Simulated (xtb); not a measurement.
C₅H₁₄O₂Si, charge +1, doublet, geometry from GFN2-xTB (a state made from the parent by changing its charge; the spin is typed, not shown lowest). Base run: GFN2-xTB in xtb 6.7.1.

Geometry (Å):
```xyz
22

Si    -0.0703    -0.4669     0.4088
C     -0.6130    -1.9504    -0.7438
O     -1.0032     0.7968     0.1286
C     -2.2890     1.3069     0.3618
C     -3.1265     0.4628     1.2953
O      1.4579    -0.2006     0.0495
C      2.3562     0.6937    -0.5363
C      3.4483    -0.0361    -1.2900
H     -0.0177    -0.9794     1.7732
H     -0.7202    -1.5752    -1.7560
H     -1.5550    -2.3482    -0.3881
H      0.1542    -2.7127    -0.7016
H     -2.1523     2.3171     0.7692
H     -2.7783     1.4132    -0.6151
H     -3.2920    -0.5275     0.8771
H     -4.0897     0.9397     1.4510
H     -2.6309     0.3536     2.2581
H      1.8169     1.3974    -1.1815
H      2.8003     1.2841     0.2800
H      3.0243    -0.5988    -2.1196
H      4.1667     0.6793    -1.6782
H      3.9651    -0.7367    -0.6377
```
Charge +1, spin multiplicity 2.
All else is at xtb's defaults.
Base energy -27.32506 Eh.

Each row names what was changed in the base input (with any setting that the change needs).

| change | ΔE vs base (mEh) | G_solv (kcal/mol) | SCF cycles |
|---|---|---|---|
| base | 0.000 | - | 14 |
| alpb = dmf | -72.953 | -46.09 | 14 |
| etemp = 3000 | -7.561 | - | 14 |
| etemp = 10000 | -68.677 | - | 14 |
| gbsa = acetonitrile | -71.731 | -45.41 | 14 |
| acc = 30 | 0.000 | - | 11 |
| gbsa = chcl3 | -66.096 | -41.79 | 14 |

ALPB and GBSA are two models with their own fitted parameters for each solvent, which aren't always the measured dielectric constant.
